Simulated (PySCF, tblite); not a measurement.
**Question.** Give a GFN2-xTB geometry of `CC1=C[P-]C(C)=C1`. (Charge -1.)

**Answer.** 
```
atom  x, y, z in Å
C1    -2.387   -0.568    0.211
C2    -1.065    0.099   -0.042
C3    -0.922    1.392   -0.496
P4     0.745    1.881   -0.669
C5     1.253    0.294   -0.112
C6     2.685   -0.131    0.038
C7     0.175   -0.520    0.174
H8    -2.552   -0.726    1.282
H9    -3.204    0.046   -0.169
H10   -2.434   -1.546   -0.277
H11   -1.745    2.056   -0.726
H12    3.354    0.696   -0.198
H13    2.922   -0.966   -0.631
H14    2.891   -0.459    1.062
H15    0.281   -1.540    0.530
```

Any rigid rotation of these coordinates is as good. Atoms count from 1 in this order. The C–C distances run from 1.378 Å (C2–C3, aromatic) to 1.502 Å (C1–C2, drawn single), a spread of 0.124 Å. C7 (aromatic CH carbon) is planar (angles 123.4°, 123.1° and 113.5°, sum 360.0°, 0.00 Å off the plane of its three neighbours). C3 (aromatic CH carbon) is planar (angles 124.5°, 122.2° and 113.3°, sum 360.0°, 0.00 Å off the plane of its three neighbours). The 7 heavy atoms lie in one plane (0.004 Å rms).

Bonds between heavy atoms (Å): C1–C2 1.502, C2–C3 1.378, C3–P4 1.746, P4–C5 1.757, C5–C6 1.501, C5–C7 1.381, C2–C7 1.403.

The geometry is computed with GFN2-xTB (gas phase).

Point group: near Cs, missed by 0.30 Å at most; the miss may be what the optimiser left on a soft mode. Its GFN2-xTB frequencies are all real (lowest 62 cm⁻¹). 2 starts were optimised and ended at 0.00 and 0.34 kcal/mol (GFN2-xTB); the lowest of these is shown.
